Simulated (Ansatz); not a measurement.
Basis sets over 6 cases of the highest harmonic wavenumber at PBE with Ansatz (Ga to Br present), each against its own reference: (a) the value in def2-QZVPPD; (b) the value in pcseg-3; (c) the value in pcseg-4. By their distance from other large sets or by the extrapolation step the references are unsure by up to roughly 2 cm⁻¹ and lie short of the limit. Each level at its own minimum, unscaled; unrestricted open shells; no added dispersion term; no relativity. Cartesian d functions in some cases of 6-31G, 6-31G*, 6-31G**, 6-311G**. (X+d) sets on Al to Cl for cc-pVXZ and aug-cc-pVXZ. 

Cases are drawn at random; left out are references unsure by over 17 cm⁻¹, runs with very soft modes, doubtful singlets, and cases whose largest runs show a restricted determinant unstable towards unrestricted orbitals, <S^2> over 0.1 too high or, where CCSD(T) ran, T1 over 0.025 (0.045 for open shells). Sets are drawn from those converged to one state in every case.

Cases (SMILES) and reference values:
- [GaH] (GaH) (closed-shell singlet): 1521 cm⁻¹ (a)
- [Ge][Cl] (Cl-Ge), doublet: 387 cm⁻¹ (b)
- [SeH] (SeH), doublet: 2346 cm⁻¹ (c)
- [GeH] (GeH), doublet: 1821 cm⁻¹ (a)
- [Ge]=[S] (S-Ge) (closed-shell singlet): 557 cm⁻¹ (b)
- Br (HBr): 2571 cm⁻¹ (a)

```tsv
basis	functions over def2-SVP (largest species, mean of cases)
pcseg-0	0.7
6-31G	0.8
def2-SV(P)	0.9
def2-SVP	1.0
6-31G*	1.0
6-31G**	1.1
aug-pcseg-1	1.2
def2-SVPD	1.3
6-311G**	1.4
cc-pVTZ	1.6
def2-TZVPP	1.7
def2-TZVPPD	2.0
aug-cc-pVTZ	2.2
cc-pVQZ	2.6
```

Q: Which is the smallest of these sets that keeps every case within 50 cm⁻¹ of its reference, together with its larger relatives (same family, alike in diffuse functions, listed or not)?

A: Among the sets for which every case ran a larger relative (same family, alike in diffuse functions, listed or not), the smallest listed that holds all cases within 50 cm⁻¹ together with them is def2-SV(P), at 0.9 times the functions of def2-SVP. Inside, though some case ran no larger relative to test it: 6-311G**, def2-TZVPP, def2-TZVPPD, aug-cc-pVTZ, cc-pVQZ. Largest deviations of relatives not listed, over the cases that ran them: def2-TZVP 13, def2-TZVPD 12, aug-pcseg-2 2, def2-QZVPPD 1, aug-cc-pVQZ 1, aug-pcseg-3 1, def2-QZVP 1, cc-pV5Z 2, def2-QZVPP 1 cm⁻¹. These figures hold for the cases listed.
| basis | mean absolute | largest | within 50 cm⁻¹ |
|---|---|---|---|
| pcseg-0 | 158 | 287 | 1 of 6 |
| 6-31G | 95 | 159 | 1 of 6 |
| def2-SV(P) | 19 | 46 | 6 of 6 |
| def2-SVP | 12 | 20 | 6 of 6 |
| 6-31G* | 12 | 27 | 6 of 6 |
| 6-31G** | 6 | 10 | 6 of 6 |
| aug-pcseg-1 | 5 | 11 | 6 of 6 |
| def2-SVPD | 10 | 14 | 6 of 6 |
| 6-311G** | 5 | 9 | 6 of 6 |
| cc-pVTZ | 2 | 8 | 6 of 6 |
| def2-TZVPP | 3 | 5 | 6 of 6 |
| def2-TZVPPD | 4 | 7 | 6 of 6 |
| aug-cc-pVTZ | 2 | 5 | 6 of 6 |
| cc-pVQZ | 2 | 5 | 6 of 6 |

Ansatz is an electronic-structure program.
